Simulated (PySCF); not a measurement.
AlBClH₂O (calculated)

All values are calculated (PySCF 2.14.0). Calculation on a computer-drawn molecule: optimised geometry and harmonic frequencies of an isolated molecule of the commonest isotopes, restricted reference for singlets and unrestricted otherwise, frozen core in MP2.

```json
{"formula": "AlBClH2O", "start_structure": {"atoms_angstrom": [["B", 1.2569, -2.389, 1.3633], ["O", 1.3116, -1.8006, 0.2346], ["Al", 1.3682, -0.9534, -1.2193], ["Cl", 2.8081, 0.4368, -1.7353], ["H", 0.9603, -1.8156, 2.4039], ["H", 0.4556, -1.6315, -2.2446]]}, "given": {"charge": 0, "multiplicity": 2, "method": "HF", "basis": "cc-pV(D+d)Z", "drawn_bonds_atom": [1, 2, 3, 1, 3], "drawn_bonds_other_atom": [2, 3, 4, 5, 6], "drawn_bonds_order": [1, 1, 1, 1, 1]}, "results": {}}
```

To be estimated
1. Give the missing total energy for AlBClH₂O.
2. AlBClH₂O: spin squared?

## Answers
1. -802.2528 hartree
2. 0.7536

Further results for AlBClH₂O:

* rotational constants: 14.43, 2.23, 1.944 GHz
* convergence status largest gradient component: 1.011e-05 hartree/bohr

Optimised structure:
```xyz
6
AlBClH2O
B      1.4486    -2.2801     1.4567
O      1.3026    -1.7092     0.2669
Al     1.3686    -1.0751    -1.2886
Cl     2.8114     0.3956    -1.6901
H      0.8491    -1.9275     2.4444
H      0.3804    -1.5569    -2.3867
```

Modes:
```
frequency (cm⁻¹)  reduced mass (dalton)
           76.88                  6.785
           101.1                  3.605
           199.8                  1.246
           236.8                   11.4
           507.1                  1.283
           522.6                  13.52
           684.7                   1.33
           756.1                  3.414
            1071                  1.305
            1457                  11.32
            2097                  1.044
            2625                  1.092
```
